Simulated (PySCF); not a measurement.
Related systems: cyanobenzene emitter

All values: TDDFT B3LYP/6-31G*, gas phase, PySCF SCF with an in-house response code, fitting set def2-universal-JFIT up to Ne and JKFIT beyond, grid level 1 (kernel 0), vertical, one conformer each, geometries GFN2-xTB; core orbitals frozen in the response, virtual orbitals above 1.5 Eh left out. The lowest 6 singlets were sought, and the brightest is taken among them. The runs took 1 to 2 CPU minutes each on shared server CPUs.

```tsv
system	formula	HOMO-LUMO gap / eV	S1 / eV	HOMO / eV	vertical IP (ΔSCF) / eV	f(S1)
CN(C)c1c(F)c(F)c(F)c(C#N)c1N(C)C	C11H12F3N3	4.39	3.79	-5.57	7.27	0.079
CN(C)c1c(C#N)c(N(C)C)c(N(C)C)c(C#N)c1N(C)C	C16H24N6	3.33	2.85	-4.85	6.30	0.146
CN(C)c1cc(F)c(C#N)c(C#N)c1N(C)C	C12H13FN4	4.03	3.52	-5.86	7.50	0.122
CN(C)c1cc(N(C)C)c(C#N)c(C#N)c1F	C12H13FN4	4.03	3.57	-5.58	7.19	0.100
```
